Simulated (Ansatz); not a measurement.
NiP2H6Cl2⁺, that is cis-NiCl2(PH3)2 with one electron fewer. Charge 1, multiplicity 2. Geometry B3LYP-D4/def2-SVP; atoms count from 1.

| atom | x (Å) | y (Å) | z (Å) |
| --- | --- | --- | --- |
| Ni1 | 0.7482 | -0.3898 | 0.6136 |
| Cl2 | 2.6242 | -1.2094 | -0.0071 |
| Cl3 | 0.7180 | -0.5317 | 2.7480 |
| P4 | -1.4904 | -0.3228 | 0.8699 |
| H5 | -2.2997 | -0.2318 | -0.2911 |
| H6 | -1.9580 | 0.7439 | 1.6645 |
| H7 | -1.9764 | -1.4832 | 1.5062 |
| P8 | 0.8640 | 0.6491 | -1.3837 |
| H9 | 0.9491 | -0.2183 | -2.4918 |
| H10 | 2.0088 | 1.4663 | -1.4797 |
| H11 | -0.1877 | 1.5277 | -1.7487 |

The name describes the singlet; other states may take another shape.

Q: Estimate the Mulliken populations from the PBE0/def2-TZVP orbitals of Ansatz.

A: 
| atom | charge (e) | spin (α − β) | d electrons |
| --- | --- | --- | --- |
| Ni1 | 0.16 | 0.89 | 8.57 |
| Cl2 | -0.17 | 0.09 | – |
| Cl3 | -0.17 | 0.09 | – |
| P4 | 0.07 | -0.03 | – |
| H5 | 0.15 | 0.00 | – |
| H6 | 0.18 | 0.00 | – |
| H7 | 0.19 | 0.00 | – |
| P8 | 0.07 | -0.03 | – |
| H9 | 0.18 | 0.00 | – |
| H10 | 0.19 | 0.00 | – |
| H11 | 0.15 | 0.00 | – |
Mulliken values depend strongly on the basis.

Q: Where does the spin sit?

A: Summed by element: Ni 0.89, Cl 0.17, P -0.05, H -0.01, of 1 unpaired in all. Largest on single atoms: Ni1 0.89, Cl2 0.09, Cl3 0.09.

Q: And the Mayer bond orders between heavy atoms (over 0.3)?

A: Ni1–Cl2 1.00 (2.14 Å); Ni1–Cl3 1.00 (2.14 Å); Ni1–P4 0.80 (2.25 Å); Ni1–P8 0.80 (2.25 Å).
